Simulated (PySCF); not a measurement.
C3H9NSe, SMILES N[Se]C(C)C.

Geometry optimised at PBE0-D3(BJ)/def2-SVP. The values are those of a single conformer.

The numbers are results of TDDFT-PBE/def2-SVPD (PySCF 2.14.0), not measurements.

Vertical excitations. The molecule is in vacuum.

```csv
state,energy (eV),λ (nm),f,main pairs
S1,4.25,292,0.001,HOMO→LUMO 99 %
S2,4.89,254,0.018,HOMO→LUMO+1 97 %
S3,5.18,240,0.007,HOMO−1→LUMO 99 %
S4,5.44,228,0.018,HOMO→LUMO+2 92 %
S5,5.63,220,0.013,HOMO→LUMO+3 98 %
S6,5.89,210,0.001,HOMO−1→LUMO+1 92 %
S7,6.05,205,0.035,"HOMO→LUMO+4 72 %, HOMO→LUMO+5 26 %"
S8,6.20,200,0.010,"HOMO→LUMO+5 67 %, HOMO→LUMO+4 22 %"
S9,6.49,191,0.047,HOMO−1→LUMO+2 74 %
S10,6.59,188,0.008,HOMO−1→LUMO+3 89 %
T1,3.76,330,0,HOMO→LUMO 99 %
T2,4.68,265,0,HOMO→LUMO+1 92 %
T3,4.78,259,0,HOMO−1→LUMO 99 %
T4,5.03,247,0,HOMO→LUMO+2 92 %
```
Triplets are in the Tamm–Dancoff approximation, which puts them higher than full response would, so one can lie above its singlet here.
